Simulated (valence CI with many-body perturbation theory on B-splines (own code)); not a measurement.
## E1 line list for Cd XXXVI

Calculated by valence CI with perturbative core correlation (CI+MBPT): three valence electrons over a frozen Dirac-Fock core [Ne], a basis of 11 s, 11 p, 9 d, 7 f, 5 g, 2 h, 1 i functions for each j, with the one-electron correlation potential Σ1 (screened to all orders), the two-electron term Σ2, the three-electron term Σ3, Breit, model QED; selected single and double excitations, second order for the rest (own B-spline code, finite nucleus).

The last digits are not significant, and no measured levels were compared; by estimate large intervals hold to a few tenths of a per cent, small ones and those within an open d or f shell to about a per cent.

Lines 151 to 200 of 274 in falling wavelength, among levels below 454.64 eV, chosen from the strongest by gf and those to the six lowest levels. Wavelengths and rates use the calculated energies. Electric multipoles are in the length gauge, E1 and E2 with the static RPA response of the core. Weak lines are less certain than strong ones. Lines between different terms over intervals too small for the method are left out, as are lines whose strength nearly cancels. Where a level lies close to another of its J and parity, the split of strength between their lines is uncertain. The highest levels of a list are the least certain.

Levels are named by their leading jj configuration (3d3/2^4 stands for four electrons in 3d with j = 3/2), which in mixed levels can hold well under half, so a name can repeat and another be missing. Letters in brackets count levels of one name in rising energy.

| λ vac (nm) | Upper | Lower | A (s⁻¹) | log gf | Branch % |
| --- | --- | --- | --- | --- | --- |
| 8.071 | (3p3/2^3) J=3/2 | (3s 3p3/2^2) J=1/2 | 6.23e+10 | -0.61 | 16.0 |
| 8.033 | (3s 3p3/2^2) J=3/2 | (3s^2 3p3/2) J=3/2 | 2.59e+11 | 0.00 | 98.7 |
| 7.981 | (3p1/2 3p3/2 3d5/2) J=5/2 [a] | (3s 3p1/2 3d3/2) J=5/2 | 1.79e+10 | -0.99 | 9.0 |
| 7.963 | (3s 3p1/2 3d5/2) J=5/2 [c] | (3s 3p1/2 3p3/2) J=5/2 | 7.20e+09 | -1.39 | 6.6 |
| 7.961 | (3p3/2^3) J=3/2 | (3s^2 3d5/2) J=5/2 | 2.00e+10 | -1.12 | 5.1 |
| 7.902 | (3s 3p3/2 3d5/2) J=1/2 | (3s^2 3d3/2) J=3/2 | 8.24e+10 | -0.81 | 33.0 |
| 7.867 | (3s 3p1/2 3d3/2) J=3/2 [a] | (3s 3p1/2^2) J=1/2 | 8.38e+09 | -1.51 | 48.2 |
| 7.846 | (3s 3p3/2 3d3/2) J=5/2 [a] | (3s 3p1/2 3p3/2) J=3/2 [b] | 3.23e+09 | -1.75 | 1.7 |
| 7.840 | (3s 3p3/2 3d3/2) J=3/2 [a] | (3s 3p1/2 3p3/2) J=3/2 [b] | 1.27e+09 | -2.33 | 0.8 |
| 7.816 | (3s 3p3/2 3d3/2) J=1/2 [a] | (3s 3p1/2 3p3/2) J=3/2 [b] | 3.88e+09 | -2.15 | 2.7 |
| 7.785 | (3p1/2 3p3/2 3d3/2) J=3/2 [a] | (3p1/2^2 3p3/2) J=3/2 | 2.15e+10 | -1.11 | 16.2 |
| 7.727 | (3p1/2 3p3/2 3d5/2) J=5/2 [a] | (3s 3p1/2 3d3/2) J=3/2 [a] | 1.93e+10 | -0.99 | 9.6 |
| 7.615 | (3s 3p3/2 3d5/2) J=5/2 [b] | (3s^2 3d3/2) J=3/2 | 2.44e+10 | -0.90 | 7.9 |
| 7.607 | (3p1/2 3p3/2^2) J=3/2 [b] | (3s 3p1/2 3p3/2) J=5/2 | 1.22e+08 | -3.37 | 0.0 |
| 7.540 | (3p3/2^2 3d5/2) J=3/2 | (3p1/2 3p3/2^2) J=3/2 [b] | 3.90e+10 | -0.88 | 17.1 |
| 7.523 | (3s 3p1/2 3d5/2) J=5/2 [c] | (3s 3p1/2 3p3/2) J=3/2 [a] | 9.14e+08 | -2.33 | 0.8 |
| 7.499 | (3s 3d3/2^2) J=3/2 | (3s 3p1/2 3d3/2) J=1/2 | 1.03e+11 | -0.46 | 36.1 |
| 7.461 | (3p1/2 3p3/2^2) J=1/2 | (3s 3p1/2 3p3/2) J=3/2 [a] | 4.50e+09 | -2.12 | 3.2 |
| 7.391 | (3s 3d3/2^2) J=5/2 | (3s 3p1/2 3d3/2) J=3/2 [b] | 1.27e+11 | -0.21 | 45.3 |
| 7.389 | (3s 3p3/2 3d5/2) J=3/2 [a] | (3s 3p1/2 3p3/2) J=3/2 [b] | 4.56e+08 | -2.83 | 0.6 |
| 7.374 | (3s 3d3/2 3d5/2) J=7/2 [a] | (3s 3p1/2 3d5/2) J=5/2 [b] | 6.64e+10 | -0.36 | 30.8 |
| 7.365 | (3s 3p3/2 3d3/2) J=3/2 [b] | (3s 3p1/2 3p3/2) J=1/2 | 1.32e+11 | -0.37 | 42.0 |
| 7.279 | (3p3/2^2 3d5/2) J=3/2 | (3p1/2 3p3/2^2) J=1/2 | 4.58e+10 | -0.84 | 20.1 |
| 7.259 | (3s 3p3/2 3d5/2) J=5/2 [a] | (3s 3p1/2 3p3/2) J=3/2 [b] | 1.66e+09 | -2.10 | 1.4 |
| 7.232 | (3s 3p3/2 3d3/2) J=5/2 [a] | (3s 3p1/2 3p3/2) J=5/2 | 1.24e+11 | -0.23 | 65.6 |
| 7.227 | (3s 3p3/2 3d3/2) J=3/2 [a] | (3s 3p1/2 3p3/2) J=5/2 | 2.95e+10 | -1.03 | 19.3 |
| 7.209 | (3s 3d3/2 3d5/2) J=7/2 [a] | (3s 3p1/2 3d5/2) J=7/2 | 1.04e+11 | -0.19 | 48.1 |
| 7.206 | (3p1/2 3p3/2^2) J=3/2 [b] | (3s 3p1/2 3p3/2) J=3/2 [a] | 3.78e+10 | -0.93 | 15.2 |
| 7.187 | (3s 3p3/2 3d3/2) J=7/2 | (3s 3p1/2 3p3/2) J=5/2 | 1.24e+11 | -0.12 | 90.5 |
| 7.161 | (3s 3p3/2 3d5/2) J=3/2 [b] | (3s 3p3/2^2) J=5/2 | 2.87e+10 | -1.05 | 11.2 |
| 7.144 | (3p1/2 3p3/2 3d5/2) J=3/2 [a] | (3p1/2^2 3p3/2) J=3/2 | 8.06e+10 | -0.61 | 44.3 |
| 7.133 | (3p1/2 3p3/2 3d5/2) J=5/2 [a] | (3p1/2^2 3p3/2) J=3/2 | 5.47e+10 | -0.60 | 27.4 |
| 7.115 | (3p3/2^2 3d3/2) J=1/2 | (3p1/2 3p3/2^2) J=3/2 [a] | 1.46e+11 | -0.66 | 53.7 |
| 7.079 | (3s 3d3/2 3d5/2) J=5/2 [a] | (3p1/2 3p3/2^2) J=3/2 [a] | 3.71e+10 | -0.78 | 15.2 |
| 7.041 | (3s 3d3/2 3d5/2) J=9/2 | (3s 3p1/2 3d5/2) J=7/2 | 5.05e+10 | -0.43 | 34.2 |
| 7.035 | (3p3/2^2 3d3/2) J=3/2 | (3p1/2 3p3/2^2) J=3/2 [a] | 1.07e+11 | -0.50 | 40.5 |
| 7.008 | (3s 3p3/2 3d3/2) J=3/2 [b] | (3s 3p1/2 3p3/2) J=3/2 [b] | 9.56e+10 | -0.55 | 30.4 |
| 6.979 | (3p1/2 3p3/2 3d3/2) J=3/2 [b] | (3p1/2^2 3p3/2) J=3/2 | 1.11e+11 | -0.49 | 48.4 |
| 6.975 | (3s 3d3/2 3d5/2) J=3/2 | (3s 3p1/2 3d5/2) J=5/2 [b] | 9.46e+10 | -0.56 | 36.2 |
| 6.965 | (3s 3p1/2 3d3/2) J=1/2 | (3s 3p1/2^2) J=1/2 | 1.93e+11 | -0.55 | 96.0 |
| 6.958 | (3s 3p1/2 3d3/2) J=3/2 [b] | (3s 3p1/2^2) J=1/2 | 1.67e+11 | -0.31 | 91.7 |
| 6.940 | (3p1/2 3p3/2 3d5/2) J=5/2 [b] | (3p1/2^2 3p3/2) J=3/2 | 3.77e+10 | -0.79 | 21.2 |
| 6.926 | (3p1/2 3p3/2 3d3/2) J=1/2 [b] | (3p1/2^2 3p3/2) J=3/2 | 1.47e+11 | -0.68 | 58.1 |
| 6.923 | (3s 3d3/2^2) J=1/2 | (3s 3p1/2 3d3/2) J=3/2 [b] | 1.71e+11 | -0.61 | 59.1 |
| 6.922 | (3p1/2 3p3/2^2) J=3/2 [a] | (3s 3p1/2^2) J=1/2 | 2.79e+10 | -1.10 | 21.5 |
| 6.917 | (3s 3d3/2^2) J=1/2 | (3s 3p1/2 3d3/2) J=1/2 | 6.36e+10 | -1.04 | 21.9 |
| 6.899 | (3s 3d3/2 3d5/2) J=5/2 [b] | (3s 3p1/2 3d5/2) J=5/2 [b] | 8.09e+10 | -0.46 | 30.0 |
| 6.893 | (3s 3d3/2 3d5/2) J=5/2 [a] | (3s 3p1/2 3d5/2) J=5/2 [a] | 8.69e+10 | -0.43 | 35.5 |
| 6.889 | (3p3/2^2 3d5/2) J=7/2 | (3s 3p1/2 3d5/2) J=5/2 [a] | 1.87e+10 | -0.97 | 13.1 |
| 6.886 | (3s^2 3d3/2) J=3/2 | (3s^2 3p1/2) J=1/2 | 2.46e+11 | -0.16 | 98.5 |
